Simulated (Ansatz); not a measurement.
Consider the formal exchange of groups at a B–Zn bond: `C[BH][ZnH]` + `C=[Se]` → `CBC=[Se]` + `[ZnH2]`.

Program: Ansatz. Geometries: PBE0-D4/def2-TZVP. ΔE: electronic, gas phase. CBS: MP2 limit from def2 TZ/QZ plus the TZ coupled-cluster correction, frozen cores. DFT in def2-TZVPP. HSE06 is defined as in plane-wave codes. For Se, Zn outer-core shells are correlated without core-valence functions, which leaves a few kJ/mol of doubt a bond. Scalar relativity is left out up to krypton. Each species was taken in one conformer, which may not be the lowest.

```json
{"level": "HSE06-D4", "ΔE (kcal/mol)": "-16.1"}
{"level": "ωB97X-V", "ΔE (kcal/mol)": "-13.7"}
{"level": "r2SCANh", "ΔE (kcal/mol)": "-17.0"}
{"level": "HSE06", "ΔE (kcal/mol)": "-15.3"}
```

(1) What does CCSD(T)/CBS give? (Estimate.)

Largest T1 diagnostic among the species: 0.018.

Answers

(1) Computed: -13.9 kcal/mol. The listed levels differ from it by -2.2, 0.2, -3.1, -1.4 kcal/mol.

In def2-TZVPP, CCSD(T) changes the Hartree–Fock value by −1.9 kcal/mol (the triples alone add −1.0 kcal/mol) and MP2 by −3.3 kcal/mol. The D4 term adds −1.6 kcal/mol with B3LYP and −0.9 kcal/mol with PBE0; it sums over pairs of atoms, weighted by their polarisabilities, and B3LYP, whose exchange is more repulsive, gets the larger term. At CCSD(T), def2-SVP lies +1.4 kcal/mol from the extrapolated value and def2-TZVPP −0.3 kcal/mol.

B3LYP here is the variant with VWN-RPA as its local correlation; programs differ in this.
